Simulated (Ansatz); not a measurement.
Dimethylphenylsulfonium bromide, `C[S+](C)c1ccccc1.[Br-]` was relaxed with PBE-D4 (def2-SVP) in Ansatz in these states: charge -1 doublet, neutral singlet. The geometries follow in no particular order.

A:

```xyz
21

C     0.4795    0.4470   -2.3539
S    -0.7546   -0.2794   -1.1587
C    -1.7924    1.2613   -1.0767
C     0.0020   -0.5241    0.3654
C    -0.0943   -1.8257    0.9729
C     0.5103   -2.0816    2.1933
C     1.2475   -1.0643    2.8816
C     1.3452    0.2144    2.2846
C     0.7488    0.5055    1.0590
H     1.1946   -0.3634   -2.5885
H    -0.1244    0.7737   -3.2470
H     0.9935    1.3002   -1.8703
H    -2.0928    1.4787   -2.1408
H    -2.6543    1.0190   -0.4271
H    -1.1909    2.0840   -0.6433
H    -0.6586   -2.6163    0.4517
H     0.4180   -3.0871    2.6366
H     1.7262   -1.2728    3.8498
H     1.9096    1.0106    2.8007
H     0.8433    1.5113    0.6218
Br   -2.0562    1.5089   -4.6112
```

B:

```xyz
21

C    -0.140   -1.148   -2.136
S     0.160   -1.585   -0.392
C    -1.517   -1.880    0.258
C     0.356    0.170    0.259
C     1.541    0.379    0.980
C     1.814    1.645    1.523
C     0.901    2.695    1.344
C    -0.285    2.481    0.621
C    -0.561    1.219    0.077
H     0.850   -0.886   -2.553
H    -0.513   -2.082   -2.597
H    -0.835   -0.292   -2.208
H    -1.820   -2.845   -0.194
H    -1.404   -1.976    1.354
H    -2.185   -1.036    0.006
H     2.250   -0.453    1.116
H     2.743    1.809    2.088
H     1.113    3.688    1.769
H    -1.002    3.305    0.481
H    -1.496    1.069   -0.487
Br    0.029   -4.278   -1.307
```

Judge from the bond lengths which geometry belongs to which state (an estimate).

A is the charge -1 doublet (S2–C4 1.719 Å, C4–C9 1.449 Å, C1–S2 1.865 Å); B is the neutral singlet (S2–C4 1.883 Å, C4–C9 1.405 Å, C1–S2 1.823 Å).

At PBE-D4/def2-SVP the highest occupied level of the relaxed charge -1 doublet lies above zero (up to 1.09 eV). By energy differences its removal costs 0.94 eV (each at its own geometry, to the charge 0 singlet, at PBE0-D4/def2-TZVP). The charge -1 doublet has come apart into loosely held pieces.
